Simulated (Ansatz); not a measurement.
H2O3P, SMILES O=[P](O)O, multiplicity 2.

Geometry: PBE-D3(BJ)/def2-SVP. The isomer is the one that the SMILES or the coordinates give; other isomers of the formula were not compared. Other conformers were not sampled.

Two levels are set side by side: PBE/def2-SVPD (Ansatz, a program for electronic structure) and CAM-B3LYP/def2-SVPD (Ansatz). Energy differences of separate SCF runs at the same geometry; the states with an electron removed or added have multiplicity 1 and 1. Differences are taken from unrounded values.

```json
[
 {"quantity": "vertical ionisation energy (eV)", "CAM-B3LYP": "10.18", "PBE": "9.62", "PBE minus CAM-B3LYP": "-0.56"},
 {"quantity": "vertical electron affinity (eV)", "CAM-B3LYP": "1.81", "PBE": "1.59", "PBE minus CAM-B3LYP": "-0.22"}
]
```
